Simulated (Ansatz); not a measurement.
C2H6BFOS, relaxed with RKS PBE0-D4/def2-TZVP in Ansatz 0.2.0 from a PBE-D4/def2-SVP geometry. The force threshold is 0.005 eV/Å; the program also tests the step.

Charge 0, multiplicity 1. The bonds changed during the relaxation, so this is another structure than the one it started from.

Start:

```xyz
12

B    -1.712    1.227    0.575
C    -0.597    0.375   -0.143
O     0.009    0.797   -1.236
F    -2.407    2.133   -0.215
S    -0.091   -1.086    0.649
C     1.543   -1.411   -0.100
H    -2.376    0.517    1.346
H    -0.804    1.759    1.302
H     0.779    0.234   -1.478
H     1.476   -1.618   -1.190
H     2.262   -0.593    0.108
H     1.918   -2.334    0.381
```

```
step  energy (eV)  largest force (eV/Å)  largest move (Å)
   1  -18438.9815                 0.844             0.000
   2  -18439.0292                 0.299             0.034
   3  -18439.0350                 0.263             0.028
   4  -18439.0382                 0.072             0.017
   5  -18439.0386                 0.037             0.006
   6  -18439.0392                 0.032             0.021
   7  -18439.0397                 0.037             0.041
   8  -18439.0399                 0.023             0.014
   9  -18439.0399                 0.006             0.005
  10  -18439.0399                 0.003             0.002
```

End:

```xyz
12

B    -1.691    1.221    0.589
C    -0.566    0.383   -0.118
O     0.025    0.812   -1.197
F    -2.364    2.098   -0.248
S    -0.054   -1.049    0.658
C     1.531   -1.417   -0.116
H    -2.373    0.493    1.291
H    -0.869    1.775    1.353
H     0.775    0.260   -1.464
H     1.426   -1.679   -1.171
H     2.244   -0.602    0.022
H     1.915   -2.296    0.400
```

Run time 53 s (4 threads of an Arm Neoverse V1 on a shared host); peak host memory 0.65 GiB.
